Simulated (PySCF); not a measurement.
CH₁₀ClNSi₃, SMILES C[Si@](N)(Cl)[SiH2][SiH3]. Coordinates come from a B3LYP-D3(BJ)/def2-SVP optimisation. The structure was generated by enumeration; whether it is a known compound was not checked. The values are those of a single conformer.

Task: Give the equilibrium geometry at B3LYP-D3(BJ)/def2-SVP (PySCF confirms it by a frequency run) as a Z-matrix. (Estimate from the structure and the level; the computed values follow.)

Result: This is not unique; one that fits is 
```
Si
N 1 1.7293
H 2 1.0165 1 119.45
H 2 1.0176 3 110.13 1 -143.72
C 1 1.8725 2 108.36 3 173.03
H 5 1.1004 1 110.66 2 178.35
H 5 1.1014 6 108.90 1 -121.56
H 5 1.1025 6 107.81 7 -117.60
Cl 1 2.1159 2 113.58 3 -68.76
Si 1 2.3416 2 106.52 3 50.30
H 10 1.4941 1 110.38 2 166.21
H 10 1.4945 11 108.54 1 -121.50
Si 10 2.3514 11 110.89 12 -120.77
H 13 1.4927 10 109.36 11 172.05
H 13 1.4937 14 108.54 10 -119.10
H 13 1.4937 14 108.60 15 -117.77
```
Charge 0, spin multiplicity 1.
